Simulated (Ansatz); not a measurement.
A run for Ansatz (a quantum-chemistry and plane-wave program): R-HF/def2-TZVPP on HIZn (SMILES [ZnH][I]), atoms moved off the minimum. Elements past Kr take the def2 small-core potentials; no spin–orbit coupling.

Ansatz 0.2 input:
```yaml
crystal:
  periodic: [false, false, false]
  atoms:
    - {symbol: Zn, position_ang: [0.05141412, 0.00963822, -1.43897879]}
    - {symbol: H, position_ang: [0.24171139, 0.15758353, -3.11167740]}
    - {symbol: I, position_ang: [-0.23997545, -0.00463380, 0.84086414]}
basis:
  gaussian:
    orbitals: def2-TZVPP
hamiltonian:
  xc: {name: HF}
scf: {lower_state_search: off}
output: {forces: true}
```

Output:

```
WARN ansatz: RAYON_NUM_THREADS=1 ignored (pool sized by the plan → 1); use --threads N
Functional definition: HF
these checks for a lower state are left out or cut short: stability, starts, cluster_reference, orbital_swaps, neighbouring_geometries, increment
integrals: 0.08 GiB planned
1004 factors; integrals over basis functions are off by at most 1.1e-3 eV
mean field: 0.41 GiB planned
mean field evaluation 1: about -56465.1184 eV, gradient 1.4e1 eV
mean field evaluation 2: about -56465.2693 eV, gradient 1.4e1 eV
mean field evaluation 4: about -56465.9986 eV, gradient 2.4e0 eV
mean field evaluation 8: about -56466.0159 eV, gradient 6.6e-2 eV
mean field -56466.01587199 eV, -2075.0878092556 hartree, gradient 2.2e-6 eV, S^2 0.000000; 0 other end points of the search recorded, 0 dependent functions left out
the calculation of the forces begins
reference -56466.01587199 eV, -2075.0878092556 hartree; 28, 28 occupied and 100, 100 virtual orbitals, 1004 factors
Total energy: -56466.01587199 eV, -2075.0878092556 hartree
Atom 0 at     0.051414     0.009638    -1.438979 Å, force     0.455498     0.254403    -3.871568 eV/Å
Atom 1 at     0.241711     0.157584    -3.111677 Å, force    -0.140195    -0.187615     1.336550 eV/Å
Atom 2 at    -0.239975    -0.004634     0.840864 Å, force    -0.315302    -0.066788     2.535018 eV/Å
Dipole moment:     0.023076    -0.047315    -0.116311 e Å
Checks for a lower state left out: stability, starts, cluster_reference, orbital_swaps, neighbouring_geometries, increment
```

Self-consistency was reached.

Cost: roughly 2.6 core-seconds.
